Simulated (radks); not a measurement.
Results of a calculation; reference values are marked as such.
Problem. Excited configurations of the selenium ion Se+: one electron is placed in a higher orbital outside [Ar] 3d10 4s2 4p2. The ground configuration is [Ar] 3d10 4s2 4p3. Code: a radial shooting solver on a logarithmic mesh with Libxc functionals. Model: scalar-relativistic Kohn-Sham, PBEsol, spin-polarised, spherical densities, finite nucleus; open shells are filled with parallel spins first; Fermi nuclear charge, rms radius 4.14 fm. Excitation = E - E(ground); binding = E(ion) - E, where the ion is the core of charge +2; n* = 2/sqrt(2 binding) in atomic units, and the quantum defect is n - n*.

outer orbital  excitation (eV)  binding (eV)     n*  quantum defect  eigenvalue (eV)  <r> (bohr)
4d                      13.070         8.243  2.569           1.431           -5.406       3.634
4f                      17.694         3.620  3.877           0.123           -2.589       8.392
5s                      11.761         9.552  2.387           2.613           -7.512       4.472
5p                      14.122         7.191  2.751           2.249           -5.596       5.506
5f                      18.852         2.462  4.702           0.298           -1.860       14.28
6s                      16.379         4.935  3.321           2.679           -3.944       8.693
6p                      17.287         4.027  3.676           2.324           -3.183       10.24
6f                      19.544         1.770  5.546           0.454           -1.388       21.45
7s                      18.297         3.017  4.247           2.753           -2.451       14.23
7d                      19.402         1.912  5.336           1.664           -1.538       21.25

Estimate the row for 6d.

Solution. excitation (eV) 18.541; binding (eV) 2.773; n* 4.430; quantum defect 1.570; eigenvalue (eV) -2.194; <r> (bohr) 14.08. The Delta-SCF ionisation energy is 21.314 eV (NIST Atomic Spectra Database: 21.20 eV, measured). Self-interaction in the functional shifts the binding energies and quantum defects, so they are the method's values and not measured ones. Open shells are spherical and high-spin; term and fine-structure splittings are not resolved.
